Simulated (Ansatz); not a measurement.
`[SiH3][SbH][SiH3]` + PH₃ → `[SiH3]P` + `[SiH3][SbH2]` at 298.15 K and 1 bar (cleavage of the Si–Sb bond).

Computed with Ansatz on PBE0-D4/def2-TZVP structures; ΔE is electronic, products minus reactants. CCSD(T)/CBS is the MP2 limit (def2-TZVPP, def2-QZVPP) plus CCSD(T) − MP2 in def2-TZVPP, frozen cores. This one scheme is used for every species. Elements past krypton have def2 core potentials. For Sb outer-core shells are correlated without core-valence functions, which leaves a few kJ/mol of doubt a bond.

```json
{"species": "`[SiH3][SbH][SiH3]`", "CCSD(T)/CBS energy (Eh)": "-822.37750", "H − E (kJ/mol)": "170.2", "S (J/(mol·K))": "372.3"}
{"species": "PH₃", "CCSD(T)/CBS energy (Eh)": "-342.72256", "H − E (kJ/mol)": "73.1", "S (J/(mol·K))": "210.2"}
{"species": "`[SiH3]P`", "CCSD(T)/CBS energy (Eh)": "-633.00997", "H − E (kJ/mol)": "124.8", "S (J/(mol·K))": "279.8"}
{"species": "`[SiH3][SbH2]`", "CCSD(T)/CBS energy (Eh)": "-532.08095", "H − E (kJ/mol)": "115.3", "S (J/(mol·K))": "306.1"}
```

H − E and S are ideal-gas, rigid-rotor, harmonic terms from PBE0-D4/def2-TZVP. 1 Eh = 2625.50 kJ/mol, R = 8.31446 J/(mol·K).

Question: By hand: ΔE, ΔH, ΔS and ΔG.

Answer: ΔE = (-633.00997) + (-532.08095) − (-822.37750) − (-342.72256) = 0.00914 Eh = 24.0 kJ/mol. Δ(H − E) = 124.8 + 115.3 − 170.2 − 73.1 = -3.2, so ΔH = 20.8 kJ/mol. ΔS = 279.8 + 306.1 − 372.3 − 210.2 = 3.4 J/(mol·K). ΔG = 20.8 − 298.15 × (3.4)/1000 = 19.8 kJ/mol.

Question: By hand: the equilibrium constant, and the temperature at which ΔG would vanish if ΔH and ΔS stayed fixed.

Answer: log₁₀ K = −ΔG/(RT ln 10) = -3.5. ΔG = 0 at ΔH/ΔS = 6118 K, far beyond where these terms or the molecules hold.

The number of gas molecules stays the same, so ΔS is small and ΔH decides. A doubt of 5 kJ/mol in ΔE shifts log₁₀ K by 0.9 here. Modes under 60 cm⁻¹, often nearly free rotors, make the harmonic entropy too high. These are equilibria of isolated gas molecules and say nothing of rates. Largest T1 diagnostic: 0.014 (customary marks: 0.02 for closed shells, 0.045 for open ones).
